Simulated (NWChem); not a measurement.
Species: CH7ClSi2; SMILES C[Si@@H]([SiH3])Cl

Program: NWChem. Pople sets run with spherical d functions. Coordinates come from a PBE0/def2-SVP optimisation. LC-ωPBE (HJS hole) with 6-31G*; x = 1 − exp(−ω/0.25 bohr⁻¹) is a scale chosen for this fit.

| row | x | −ε(HOMO) (eV) |
|---|---|---|
| ω = 0.05 | 0.181 | 7.47 |
| ω = 0.10 | 0.330 | 8.16 |
| ω = 0.15 | 0.451 | 8.76 |
| ω = 0.40 | 0.798 | 10.58 |
| ω = 0.50 | 0.865 | withheld |

Question: Fit a straight line of the last column on the one before it, predict the withheld value, and compare with the run.

Answer: 
1. Means of the 4 shown rows: x = 0.4400, y = 8.742. Slope Σ(x − x̄)(y − ȳ)/Σ(x − x̄)² = 1.052/0.2075 = 5.069; intercept 6.512.
2. The shown rows scatter about the line by 0.033 (root mean square); the largest residual is +0.04, at ω = 0.05.
3. At x = 0.865 (ω = 0.50; beyond the shown range) the line gives 10.90.
4. The run gives 10.95, +0.05 from the line, 1.5 times the scatter.
